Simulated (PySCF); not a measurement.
Vibration and rotation of POs

ROHF-CCSD(T) constants of POs, ²Δ (doublet), unpaired electrons δ ↑ (basis P def2-TZVPP, Os def2-TZVPP with ECP60; scalar-relativistic core potentials; PySCF 2.14; masses 30.9738 and 191.9615 u):

| Property | Result |
| --- | --- |
| ωe | 598.1 cm⁻¹ |
| ωexe | 1.63 cm⁻¹ |
| Be | 0.15473 cm⁻¹ |
| αe | 0.000529 cm⁻¹ |
| De to P + Os (5d6 6s2) | 3.83 eV |

(1) What force constant and bond length do these constants imply?

(2) Estimate the centrifugal constant D from the Kratzer relation and find the Dunham coefficient a1.

Correlated steps freeze 5 core orbitals. These are scalar-relativistic numbers at best; spin–orbit coupling would shift them, the dissociation energy most. The state is the lowest single determinant that the PBE0 search found; with open d or f shells the true ground state can be another one.

## Answers

(1) Reduced mass μred = 26.670 u; k = 5.8918×10⁻⁷·μred·ωe² (u, cm⁻¹, mdyn/Å) = 5.62 mdyn/Å; Re = √(16.8576/(μred·Be)) (u, cm⁻¹, Å) = 2.021 Å.

(2) D = 4Be³/ωe² = 4.14e-08 cm⁻¹; a1 = −1 − αeωe/(6Be²) = -3.20.
